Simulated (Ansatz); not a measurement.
`SCOBCl` and `[SiH3]BOCS` differ in one atom or group.

Ansatz, PBE0-D4/def2-TZVP geometries, multiplicity 1. Each molecule was computed in one conformer, which needn't be the lowest.

```csv
property,`SCOBCl`
HOMO–LUMO gap (PBE/def2-TZVPP) / eV,4.71
LUMO energy (ωB97M-V/def2-TZVPP) / eV,1.40
HOMO energy (ωB97M-V/def2-TZVPP) / eV,-9.82
HOMO–LUMO gap (B3LYP/def2-TZVPP) / eV,6.50
size of the dipole moment (ωB97M-V/def2-TZVPP) / D,2.03
LUMO energy (PBE/def2-TZVPP) / eV,-1.59
```

Q: Give the same properties after the change, and the shifts. (An estimate is asked.)

A: Ansatz gave: 
```csv
property,`[SiH3]BOCS`,shift
HOMO–LUMO gap (PBE/def2-TZVPP) / eV,4.05,-0.66
LUMO energy (ωB97M-V/def2-TZVPP) / eV,0.74,-0.66
HOMO energy (ωB97M-V/def2-TZVPP) / eV,-9.69,0.13
HOMO–LUMO gap (B3LYP/def2-TZVPP) / eV,5.81,-0.69
size of the dipole moment (ωB97M-V/def2-TZVPP) / D,1.81,-0.22
LUMO energy (PBE/def2-TZVPP) / eV,-2.18,-0.59
```

With PBE0 the HOMO rises by 0.12 eV and the LUMO falls by 0.61 eV, so the gap narrows by about 0.73 eV. PBE moves the HOMO by 0.08 eV and ωB97M-V by 0.13 eV. Dipoles are sizes alone; their direction can turn.

B3LYP here is the variant with VWN-RPA as its local correlation; programs differ in this.
